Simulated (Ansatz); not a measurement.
The cluster TaSe₂: single points at one geometry.

```yaml
crystal:
  periodic: [false, false, false]
  atoms:
    - {symbol: Ta, position_ang: [-1.046822, -0.913037, 0.392324]}
    - {symbol: Se, position_ang: [1.332866, -0.293291, 0.225303]}
    - {symbol: Se, position_ang: [-0.286044, 1.206327, -0.617627]}
basis:
  gaussian: {orbitals: def2-TZVP, initial_orbitals: start.molden}
magnetization: {spin_polarized: true, initial_magnetization: 1}
hamiltonian: {xc: pbe}
correlation: {method: rpa}
scf: {omitted_lower_state_checks: [starts]}
```

The file start.molden holds the orbitals of an earlier run on this structure, at another level or in another basis.

```sh
$ ansatz run in.yaml --threads 4 --pin off --events-out ev --progress --plain --max-ram 3916MiB
```

It prints (some lines left out):

```
Functional definition: PBE
1032 factors; integrals over basis functions are off by at most 8.3e-4 eV
mean field evaluation 1: about -132231.0291 eV, gradient 8.2e0 eV
mean field evaluation 2: about -132231.1637 eV, gradient 2.3e-1 eV
mean field evaluation 4: about -132231.1636 eV, gradient 2.1e-2 eV
mean field evaluation 8: about -132231.1637 eV, gradient 1.5e-6 eV
mean field -132231.16366271 eV, -4859.4056351027 hartree, gradient 1.9e-6 eV, S^2 1.327574; 0 other end points of the search recorded, 0 dependent functions left out
18 core orbitals not correlated: weight in the atoms' cores, before any rotation towards them, 1.000 or more for the frozen orbitals, at most 0.000 for the correlated occupied ones
reference -132138.14997811 eV, -4855.9874452406 hartree; 23, 22 occupied and 95, 96 virtual orbitals, 1032 factors
Total energy: -132171.36257497 eV, -4857.2079856629 hartree
Checks for a lower state left out: starts
```

Hardware: 4 threads of Arm Neoverse V1 on a shared host. Wall time 6 s.

As the first input, with `hamiltonian: {xc: {text: "exchange = 0.50*pbe_x + 0.50*exact_x\ncorrelation = pbe_c"}}`, `output: {orbitals: {seedname: orbitals}}` and without the key `correlation` (abridged; 9.5 s):

```
Functional definition: unnamed
mean field -132236.93886491 eV, -4859.6178698689 hartree, gradient 5.8e-6 eV, S^2 1.551591
Total energy: -132236.93888096 eV, -4859.6178704589 hartree
Checks for a lower state left out: starts
```

The first input with `hamiltonian: {xc: {name: wB97M-V}}`, `output: {orbitals: {seedname: orbitals}}` and without the key `correlation` (abridged; 35 s):

```
Functional definition: wB97M-V
mean field -132239.81058300 eV, -4859.7234035622 hartree, gradient 9.5e-6 eV, S^2 1.212910
Total energy: -132239.81062082 eV, -4859.7234049521 hartree
Checks for a lower state left out: starts
```

As the first input, with `gaussian: {orbitals: def2-TZVPD, initial_orbitals: start.molden}`, `hamiltonian: {xc: pbe, dispersion: d4}`, `output: {orbitals: {seedname: orbitals}}` and without the key `correlation` (abridged; 6 s):

```
Functional definition: PBE
mean field -132231.18651613 eV, -4859.4064749504 hartree, gradient 1.7e-5 eV, S^2 1.331167
Total energy: -132231.32279889 eV, -4859.4114832493 hartree
Checks for a lower state left out: starts
```

As the first input, with `gaussian: {orbitals: def2-TZVPD, initial_orbitals: start.molden}`, `hamiltonian: {xc: pbe0, dispersion: d4}`, `output: {orbitals: {seedname: orbitals}}` and without the key `correlation` (abridged; 11 s):

```
Functional definition: PBE0
mean field -132233.93545166 eV, -4859.5074964678 hartree, gradient 1.3e-5 eV, S^2 1.459890
Total energy: -132234.05046329 eV, -4859.5117230672 hartree
Checks for a lower state left out: starts
```

First input, but with `hamiltonian: {xc: {text: "exchange = 0.90*pbe_x + 0.10*exact_x\ncorrelation = pbe_c"}}`, `output: {orbitals: {seedname: orbitals}}` and without the key `correlation` (abridged; 6.5 s):

```
Functional definition: unnamed
mean field -132232.22999156 eV, -4859.4448219650 hartree, gradient 4.6e-6 eV, S^2 1.384960
Total energy: -132232.23002060 eV, -4859.4448230323 hartree
Checks for a lower state left out: starts
```

As the first input, with `hamiltonian: {xc: {name: B2PLYP}}` and without the key `correlation` (abridged; 12 s):

```
Functional definition: B2PLYP
mean field -132218.03638716 eV, -4858.9232166243 hartree, gradient 3.2e-6 eV, S^2 1.517239
18 core orbitals not correlated: weight in the atoms' cores, before any rotation towards them, 1.000 or more for the frozen orbitals, at most 0.000 for the correlated occupied ones
second order -27.56367106 eV of doubles, -0.00000000 eV of singles
Total energy: -132225.47870201 eV, -4859.1967166502 hartree
Checks for a lower state left out: starts
```

Geometry: PBE-D4/def2-TZVP.

In the def2 sets Ta takes a core potential; there is no spin–orbit coupling. Correlated methods freeze 18 core orbitals; core or outer-core shells of Ta, Se are correlated, in sets that lack core-valence functions. At RPA@PBE/def2-TZVP, PBE with 50 % exact exchange/def2-TZVP, ωB97M-V/def2-TZVP, PBE-D4/def2-TZVPD and others the charge 0 doublet is spin-contaminated (final ⟨S²⟩ up to 1.55, 0.75 for a pure state). The geometry of the doublet was relaxed on an unsound state (⟨S²⟩ 1.33, where a pure state has 0.75). The order of the spin states hangs on the level: the quartet lies 0.19 eV below the doublet at PBE0-D4/def2-TZVP, but 0.08 eV above it at RPA@PBE/def2-TZVP. The doublet is doubtful at PBE0-D4/def2-TZVP (⟨S²⟩ 1.46, where a pure state has 0.75). The doublet is doubtful at RPA@PBE/def2-TZVP (⟨S²⟩ 1.33, where a pure state has 0.75). The structure comes from a short search, and lower isomers may exist.
